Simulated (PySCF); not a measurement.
**Correlation energy of Se⁺ (selenium, charge +1)**

[Ar] 3d10 4s2 4p3, high-spin 4S determinant. Computed with PySCF 2.14 in cc-pVDZ-PP with ECP10MDF, with scalar relativity through the core potential. Frozen: 3s2 3p6 3d10; 5 electrons correlated.

MP2 pair energies summed by pair of shells (mhartree):

| pair | energy | share (%) |
| --- | --- | --- |
| 4s-4p | -36.96 | 65.5 |
| 4p-4p | -13.19 | 23.4 |
| 4s-4s | -6.31 | 11.2 |

Total MP2 correlation energy: -56.47 mhartree.

Same-spin part -15.12 and opposite-spin part -41.35 mhartree; SCS-MP2 scales them by 1/3 and 6/5 to -54.66 mhartree.

```
  level  correlation energy (mhartree)
   CCSD                         -71.20
    (T)                          -0.63
CCSD(T)                         -71.83
```

Diagnostics: T1 = 0.0012, D1 = 0.0031, largest double amplitude 0.058.

Cost of the coupled-cluster step: 0.1 s of wall time on 1 thread of Neoverse-V1 (shared host), for 5 correlated electrons.
